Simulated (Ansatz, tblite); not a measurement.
Cost and result up the ladder for Sn(N(SiH3)2)2 (Si4SnN2H12) (19 atoms). The state is a singlet with charge 0. Geometry: r2SCAN-D4/def2-SVP.

```xyz
19

Sn   -1.582    0.533   -0.899
N    -1.171   -0.998    0.453
Si   -2.458   -2.091    0.929
Si    0.445   -1.201    1.128
H    -2.163   -3.509    0.556
H    -3.700   -1.660    0.211
H    -2.722   -2.047    2.401
H     0.379   -2.367    2.066
H     0.891   -0.010    1.909
H     1.465   -1.514    0.084
N     0.430    1.242   -0.880
Si    1.511    0.647   -2.108
Si    0.757    2.599    0.160
H     1.789    1.655   -3.183
H     0.840   -0.531   -2.757
H     2.829    0.206   -1.555
H     1.947    2.384    1.041
H    -0.457    2.780    1.031
H     0.971    3.881   -0.587
```

Ansatz on 4 threads of Intel Xeon on a shared host; xTB runs through tblite on one thread. Times are rough, summed over both states, and most runs start from the orbitals of an earlier one. PBE0-D4/def2-TZVP serves as the yardstick here, not as an exact answer. The other state is a triplet.

In the def2 sets Sn takes a core potential; there is no spin–orbit coupling. The xTB rows come from tblite.

xTB has no spin-polarisation term.

```csv
level,functions,wall time
GFN2-xTB,65,0.054 s
GFN1-xTB,77,0.059 s
PBE-D4/def2-TZVP,332,20 s
r2SCAN-D4/def2-TZVP (with forces),332,35 s
PBE0-D4/def2-TZVP,332,36 s
```

(1) Estimate what each level gives for the vertical triplet (eV).

## Answers

(1) 
```csv
level,vertical triplet (eV),difference from PBE0-D4/def2-TZVP (eV)
GFN2-xTB,3.24,0.55
GFN1-xTB,3.39,0.70
PBE-D4/def2-TZVP,2.65,-0.03
r2SCAN-D4/def2-TZVP (with forces),2.59,-0.09
PBE0-D4/def2-TZVP,2.69,0.00
```
